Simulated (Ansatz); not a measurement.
Gas-phase electronic energies from Ansatz, PBE0-D4/def2-TZVP geometries. CBS: MP2 limit from def2 TZ/QZ plus the TZ coupled-cluster correction, frozen cores. This one scheme is used for every species. DFT in def2-TZVPP. B3LYP here is the variant with VWN-RPA as its local correlation; programs differ in this. Each species was taken in one conformer, which may not be the lowest.

`CNCS[SiH3]` + `C#CS` → `CNCC#CS` + `[SiH3]S`  (formal exchange of groups at a C–S bond)

`CNCS[SiH3]`:

```xyz
14

C    -1.602   -0.038    1.762
N    -1.643    0.259    0.346
C    -0.390    0.461   -0.276
S     0.713   -1.065   -0.255
Si    2.287   -0.345   -1.475
H    -1.118    0.789    2.288
H    -1.056   -0.959    2.007
H    -2.621   -0.124    2.142
H    -2.197   -0.419   -0.158
H    -0.529    0.737   -1.321
H     0.156    1.253    0.240
H     2.971    0.822   -0.854
H     1.776    0.087   -2.805
H     3.253   -1.458   -1.641
```

`C#CS`:

```xyz
5

C    -0.018   -0.222   -1.230
C     0.071    0.174   -0.097
S     0.244    0.849    1.431
H    -0.101   -0.584   -2.228
H    -0.197   -0.217    2.125
```

`CNCC#CS`:

Cartesian coordinates in Å:
```
C 1.049 1.499 1.417
N 0.694 0.262 0.761
C -0.231 0.468 -0.337
C -0.720 -0.778 -0.896
C -1.132 -1.818 -1.349
S -1.818 -3.243 -1.907
H 0.184 2.083 1.776
H 1.609 2.134 0.723
H 1.700 1.290 2.268
H 0.288 -0.389 1.421
H 0.285 1.037 -1.121
H -1.107 1.080 -0.051
H -0.801 -3.624 -2.703
```

`[SiH3]S`:

Z-matrix (Å, degrees):
```
Si
S 1 2.137
H 1 1.485 2 111.6
H 1 1.485 2 111.6 3 -122.0
H 1 1.482 2 104.8 3 119.0
H 2 1.344 1 94.7 3 60.9
```

```
             level  ΔE (kJ/mol)  difference from CCSD(T)/CBS
            PBE-D4        -15.5                          1.4
         r2SCAN-D4        -16.8                          0.1
           PBE0-D4        -20.7                         -3.8
          B3LYP-D4        -17.0                         -0.1
           ωB97X-V        -21.7                         -4.8
           ωB97M-V        -19.8                         -2.9
            B2PLYP        -21.6                         -4.7
               PBE        -19.8                         -2.9
            r2SCAN        -17.7                         -0.8
              PBE0        -24.4                         -7.5
             B3LYP        -24.2                         -7.3
     HF/def2-TZVPP        -33.2                        -16.3
    MP2/def2-TZVPP        -19.1                         -2.2
SCS-MP2/def2-TZVPP        -21.0                         -4.1
   CCSD/def2-TZVPP        -24.1                         -7.2
CCSD(T)/def2-TZVPP        -20.3                         -3.4
     HF/def2-QZVPP        -33.3                        -16.4
    MP2/def2-QZVPP        -17.2                         -0.3
SCS-MP2/def2-QZVPP        -19.2                         -2.3
      HF/CBS(def2)        -33.4                        -16.5
     MP2/CBS(def2)        -15.7                          1.2
    CCSD/CBS(def2)        -20.7                         -3.8
       CCSD(T)/CBS        -16.9                            0
```

Largest T1 diagnostic among the species: 0.013.

The D4 term adds +7.2 kJ/mol with B3LYP and +3.7 kJ/mol with PBE0; it sums over pairs of atoms, weighted by their polarisabilities, and B3LYP, whose exchange is more repulsive, gets the larger term. In def2-TZVPP, CCSD(T) changes the Hartree–Fock value by +12.9 kJ/mol (the triples alone add +3.8 kJ/mol) and MP2 by +14.1 kJ/mol. From PBE to PBE0 (25 % exact exchange), in def2-TZVPP and without D4, ΔE moves by −4.6 kJ/mol.
